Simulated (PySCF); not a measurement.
Nuclear quadrupole coupling in `C1=C(N2CCCC2)C1`

Species: C₇H₁₁N.
Structure used (GFN2-xTB), in Å, numbered top down from 1:
```xyz
19
C7H11N angstrom
C      2.591    0.856   -0.449
C      1.490    0.315    0.003
N      0.163    0.296    0.186
C     -0.706    1.131   -0.629
C     -2.085    0.484   -0.500
C     -1.754   -0.987   -0.249
C     -0.529   -0.889    0.658
C      2.746   -0.410    0.351
H      3.108    1.624   -0.963
H     -0.363    1.137   -1.672
H     -0.692    2.163   -0.264
H     -2.694    0.635   -1.389
H     -2.614    0.895    0.361
H     -2.575   -1.533    0.212
H     -1.487   -1.477   -1.186
H      0.118   -1.767    0.611
H     -0.839   -0.743    1.702
H      2.989   -1.347   -0.149
H      3.123   -0.374    1.372
```

Field gradients from the PBE0/pcSseg-1 density (PySCF, non-relativistic), principal values in atomic units, ordered |Vxx| ≤ |Vyy| ≤ |Vzz|:

```csv
atom,Vxx,Vyy,Vzz
N3,0.5795,0.6111,-1.1906
```

Q: Find the asymmetry η = (Vxx − Vyy)/Vzz and the couplings χ = eQV/h (234.96 MHz × Q in barn × V in au), with Q(14N) = 0.02044 b.

A: 
| atom | environment | nucleus | η | χzz (MHz) | χxx (MHz) | χyy (MHz) |
| --- | --- | --- | --- | --- | --- | --- |
| N3 | enamine nitrogen | 14N | 0.03 | -5.72 | 2.78 | 2.93 |

The gradient is axial or nearly so (η below 0.05) at N3. The tensor is traceless: Vxx + Vyy + Vzz = 0.

Q: What is Vzz at N3 in SI units (1 au = 9.71736 × 10²¹ V/m²)?

A: -1.1906 au = -11.569 × 10²¹ V/m².

Q: And the gradient at the other heavy atoms, for which no coupling is worked out here?

A: 
```csv
atom,environment,Vzz (au),η
C1,alkene CH carbon,0.151,0.38
C2,vinylic carbon bearing nitrogen,-0.364,0.31
C4,sp3 carbon bound to nitrogen,0.274,0.22
C5,ring CH2 carbon,0.074,0.76
C6,ring CH2 carbon,0.061,1.00
C7,sp3 carbon bound to nitrogen,0.275,0.24
C8,allylic carbon,0.201,0.05
```

Were the hydrogens deuterons (Q(2H) = 0.00286 b), χzz would run from 193 kHz (H10 and H17) to 258 kHz (H9).

Isolated species at its GFN2-xTB geometry (one conformer only). GFN2-xTB bond lengths can be off by several hundredths of an ångström, more for odd bonds, and the gradients follow them. With so small a basis the couplings can be 20 % off.
